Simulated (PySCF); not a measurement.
# Calculated NMR parameters of C#CC(=O)OC(F)(F)F

| Item | Value |
| --- | --- |
| Formula | C4HF3O2 |
| SMILES | C#CC(=O)OC(F)(F)F |
| Point group of the computed structure | Cs |
| Degrees of unsaturation | 3 |
| Carbon signals | 4 |
| Proton signals | 1 |

Mapped SMILES: `[CH:1]#[C:2][C:3](=[O:4])[O:5][C:6]([F:7])([F:8])[F:9]`. Hydrogens are named by the atom that carries them.

Computed data (PySCF): NMR shieldings at PBE0/pcSseg-1/GIAO, GFN2-xTB geometry. Rapidly exchanging positions averaged, no solvent, single conformer, non-relativistic.

Chemical shifts δ = σref − σ; TMS for ¹H and ¹³C; CFCl3 for ¹⁹F; ¹⁷O vs H2O, all at this level.

| carbon | δC, type | δH (multiplicity) | HMBC from (2–3 bonds) | span of the C tensor (ppm) |
| --- | --- | --- | --- | --- |
| C1 | 89.5, CH | 2.70 (s) | – | 209 |
| C2 | 76.7, C | – | H(C1) | 280 |
| C3 | 150.0, C | – | H(C1) | 198 |
| C6 | 128.7, C | – | – | 6 |

Other nuclei:
```tsv
atoms	nucleus	environment	δ (ppm)	σ (ppm)
F7/F8/F9	¹⁹F	fluorine of an OCF3 group	-71.3	242.3
O4	¹⁷O	ester carbonyl oxygen	491.4	-155.4
O5	¹⁷O	ester alkoxy oxygen	262.6	73.4
```

1. Carbon types of the structure: 3 × C, 1 × CH, which accounts for all hydrogens.
2. δC 150.0: ester carbonyl carbon; lone-pair donation from the attached heteroatom keeps it upfield of a ketone carbonyl.
3. δC 128.7: CF3 carbon; 4 electronegative neighbours deshield it.
4. δC 89.5: terminal alkyne carbon; the triple bond shields along its axis, which puts it between sp3 and sp2 carbons.
5. δC 76.7: alkyne carbon; sp carbons lie upfield of alkene carbons because the cylindrical π system leaves one tensor component strongly shielded.
6. δH 2.70: hydrogen on a terminal alkyne carbon; it lies on the axis of the triple bond, in its shielding cone.

Splittings by ¹⁹F in the carbon and heteronuclear signals aren't shown, as no couplings were computed. Shifts are as computed. Against solution values, carbons near 30 ppm lie about +3 ppm off and those near 130 ppm about +5 ppm. Of 1211 compounds with measured shifts, 218 miss one by over three times the rms of a fit or turn the order of signals round; such compounds aren't used in these exercises. Unscaled 19F shifts against computed CFCl3 carry errors that often reach 10 to 50 ppm. Unscaled 17O shifts of doubly bonded oxygen tend to come out too high, by tens of ppm or more. Experimental scales use liquid or dissolved standards, which lie at an offset from isolated H2O (liquid H2O: subtract about 36 ppm).
